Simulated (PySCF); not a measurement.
System: CH7NSi, charge 0, multiplicity 1. 
Structure (B3LYP-D3(BJ)/def2-TZVP (Ansatz) minimum search):
```
N
H 1 1.0081
C 1 1.4559 2 113.51
H 3 1.0921 1 109.42 2 169.54
H 3 1.0923 4 107.16 1 120.13
H 3 1.0971 4 107.53 5 116.04
Si 1 1.7195 2 117.75 3 -155.24
H 7 1.4811 1 107.37 2 -32.05
H 7 1.4832 8 110.95 1 118.64
H 7 1.4910 8 108.09 9 116.54
```

Dispersion corrections to the total energy (kcal/mol) from the dftd3 and dftd4 libraries through PySCF: D3(BJ) without and D4 with the three-body term, each with the damping fitted for the functional named.

| functional | D3(BJ) | D4 |
|---|---|---|
| TPSSh | -4.44 | -4.41 |
| B3LYP | -6.72 | ? |
| BHLYP | -5.24 | -4.14 |
| B2PLYP | ? | -2.50 |
| HF | -32.26 | -13.74 |
| PW6B95 | -1.89 | -3.15 |
| BLYP | ? | -8.10 |

Question: Some entries are withheld; supply them.

Answer: 
- B3LYP, D4: -5.78
- B2PLYP, D3(BJ): -3.09
- BLYP, D3(BJ): -8.24
